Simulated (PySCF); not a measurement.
# Gas-phase XPS of `C[C](=S)[GeH2][NH2]`, computed

Compound: C2H7GeNS.
Z-matrix (Å and degrees, PBE0-D3(BJ)/def2-SVP geometry), rows numbered from 1:
```
C 
C   1  1.4898
S   2  1.6250  1  124.21
Ge  2  1.9744  1  117.37  3  -177.85
N   4  1.8417  2  107.86  1   -26.52
H   1  1.1055  2  109.00  3   111.88
H   1  1.1026  2  110.39  3  -133.34
H   1  1.0990  2  111.90  3    -8.89
H   4  1.5409  2  108.99  1    88.15
H   4  1.5409  2  107.92  1  -151.19
H   5  1.0164  4  115.41  2   -85.32
H   5  1.0159  4  114.92  2   147.20
```

Computed with delta-SCF UKS SCAN, pcX-2 on the ionised atom, pcseg-1 elsewhere, spin-free X2C (PySCF 2.14.0). Each binding energy is the total energy of the core-ionised species, with the hole localised on one atom, minus that of the ground state; both are solved self-consistently, so orbital relaxation is included.

Q: List the computed XPS lines with their assignment.

A: 
| atom(s) | bonded to | level | binding energy (eV) | count |
| --- | --- | --- | --- | --- |
| C1 | C and 3 H | C 1s | 290.91 | 1 |
| S3 | C (double bond) | S 1s | 2476.24 | 1 |
| N5 | 2 H and Ge | N 1s | 404.54 | 1 |

Q: What is the longest wavelength that can ionise N 1s of N5 vertically?

A: λ = hc/E = 12398.42 eV Å / 404.54 eV = 30.648 Å.

The list is incomplete; no value stands for C 1s of C2 (hole states with ⟨S²⟩ of 1 or more are left out). No level of germanium is listed. Isolated species at its PBE0-D3(BJ)/def2-SVP geometry (one conformer only).

Hardware: Arm Neoverse V2, one thread, shared host with 96 logical CPUs at a one-minute load of 35. Cost: 31 s of wall time, 0.53 GiB resident at most.
